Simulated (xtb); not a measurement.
xtb input (GFN2-xTB):

```bash
xtb mol.xyz --gfn 2 --ohess tight --chrg -1 --uhf 0
```
mol.xyz:
```
8

C     -1.95742561    -0.11974929     0.14902782
N     -0.72342360    -0.65993676    -0.30992752
B      0.43411310    -0.03900445    -0.09871085
F      0.70926038     1.10753951     0.56124578
F      1.69898679    -0.54726478    -0.50318675
H     -2.51894183    -0.79829157     0.78185826
H     -2.67461078     0.15592136    -0.72830087
H     -1.87243184     0.91658755     0.64375220
```

End of the output:

```
   ------------------------------------------------------------------------
Note: The following floating-point exceptions are signalling: IEEE_DENORMAL
normal termination of xtb

         :::::::::::::::::::::::::::::::::::::::::::::::::::::
         ::                  THERMODYNAMIC                  ::
         :::::::::::::::::::::::::::::::::::::::::::::::::::::
         :: total free energy         -17.583246561038 Eh   ::
         ::.................................................::
         :: total energy              -17.601872124443 Eh   ::
         :: zero point energy           0.047809327055 Eh   ::
         :: G(RRHO) w/o ZPVE           -0.029183763649 Eh   ::
         :: G(RRHO) contrib.            0.018625563406 Eh   ::
         :::::::::::::::::::::::::::::::::::::::::::::::::::::

optimized geometry written to: xtbopt.xyz

           -------------------------------------------------
          | TOTAL ENERGY              -17.601872124443 Eh   |
          | TOTAL ENTHALPY            -17.547336193799 Eh   |
          | TOTAL FREE ENERGY         -17.583246561038 Eh   |
          | GRADIENT NORM               0.000178734708 Eh/α |
          | HOMO-LUMO GAP               5.991058229462 eV   |
           -------------------------------------------------

------------------------------------------------------------------------
------------------------------------------------------------------------
 total:
 SCF:
 ANC optimizer:
 analytical hessian:
```

It need not be the lowest isomer of its formula. Whether it binds its extra electron was not tested at this geometry.
